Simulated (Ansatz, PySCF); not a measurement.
FH₃S₃Si, SMILES F[Si](S)(S)S. Atoms are numbered in the order given.

```xyz
8

F     -1.3879     1.0547     0.3762
Si    -0.1212     0.0946     0.0319
S     -0.8157    -1.8875    -0.2874
S      0.8399     0.8115    -1.7217
S      1.2407     0.1254     1.6619
H     -1.5279    -1.9179     0.8645
H     -0.3109     0.8739    -2.4336
H      1.2812     1.4782     1.7175
```

Coordinates come from a r2SCAN-D4/def2-SVP optimisation. This is a generated structure with no PubChem entry under its InChIKey; it may be hypothetical. One conformer was computed; it need not be the lowest.

Two levels are set side by side: PBE-D3(BJ)/def2-SVP (Ansatz, a program for electronic structure) and r2SCAN-D4/def2-SVP (Ansatz). Each level has its own optimised geometry; the coordinates shown are those of the second. Frequencies come from the Hessian of PySCF at each geometry. Differences are taken from unrounded values.

```tsv
quantity	r2SCAN-D4	PBE-D3(BJ)	PBE-D3(BJ) minus r2SCAN-D4
mean bond length (Å)	1.723	1.735	0.012
bond F1–Si2 (Å)	1.626	1.641	0.014
bond Si2–S3 (Å)	2.124	2.136	0.012
bond Si2–S4 (Å)	2.124	2.136	0.012
bond Si2–S5 (Å)	2.124	2.136	0.012
bond S3–H6 (Å)	1.355	1.365	0.011
bond S4–H7 (Å)	1.355	1.365	0.011
bond S5–H8 (Å)	1.355	1.365	0.011
highest harmonic wavenumber (cm⁻¹)	2675	2600	-75
mean harmonic wavenumber (cm⁻¹)	792	770	-22
zero-point energy (kcal/mol)	20.39	19.82	-0.56
```
